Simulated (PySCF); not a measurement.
Electronic structure of Sn²⁺ (tin, charge +2) at the UHF level

Configuration: [Kr] 4d10 5s1 6s1, high-spin 3S determinant (an excited configuration). Computed with PySCF 2.14 in aug-cc-pVQZ-PP with one added diffuse shell each of s, p, d, f, g type with ECP28MDF (8s8p6d4f3g, 117 functions), with scalar relativity through the core potential.

```
Total energy             : -212.005408 hartree
One-electron energy      : -358.1029 hartree
Hartree (Coulomb) energy : 162.6812 hartree
Exchange energy          : -16.5837 hartree
⟨S²⟩                     : 2.0006
⟨L²⟩                     : 0.000
Sum of ⟨r⟩               : 24.99 bohr
Sum of ⟨r²⟩              : 52.73 bohr²
```

```csv
shell,electrons,mean orbital energy (hartree),"rms radius, mean of both spins (bohr)"
4s α,1,-6.70963,0.879
4s β,1,-6.68886,0.879
4p α,3,-4.89123,0.952
4p β,3,-4.88295,0.952
4d α,5,-2.15329,1.16
4d β,5,-2.14173,1.16
5s α,1,-1.24095,2.29
6s α,1,-0.47075,5.20
```

Energies and moments cover only the electrons outside the core potential. The outer electron is Rydberg-like, and this basis confines it to a smaller radius and binds it less than a complete one would.
